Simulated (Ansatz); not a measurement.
The same bond dissociation along the group B, Al, Ga, In.

Isolated molecules relaxed with PBE0-D4/def2-TZVP in Ansatz; ΔE leaves out vibrations. CCSD(T)/CBS adds triple-zeta CCSD(T) − MP2 to the extrapolated MP2 energy (def2 sets, frozen cores). Functionals use def2-TZVPP. Open shells (•) are unrestricted, without spin–orbit coupling. Elements past krypton have def2 core potentials. For Br, Ga, In outer-core shells are correlated without core-valence functions, which leaves a few kJ/mol of doubt a bond. Scalar relativity is left out up to krypton. One conformer a species, not always the lowest.

```tsv
reaction	PBE-D4 (kJ/mol)	CCSD(T)/CBS(def2) (kJ/mol)
`COB(O)Br` → `O[B]Br`• + `C[O]`•	555	591
`C[O][Al]([OH])[Br]` → `[OH][Al][Br]`• + `C[O]`•	453	501
`C[O][Ga]([OH])[Br]` → `[OH][Ga][Br]`• + `C[O]`•	353	404
`C[O][In]([OH])[Br]` → `[OH][In][Br]`• + `C[O]`•	269	318
```

Largest T1 diagnostic: 0.019, for `C[O]`•.
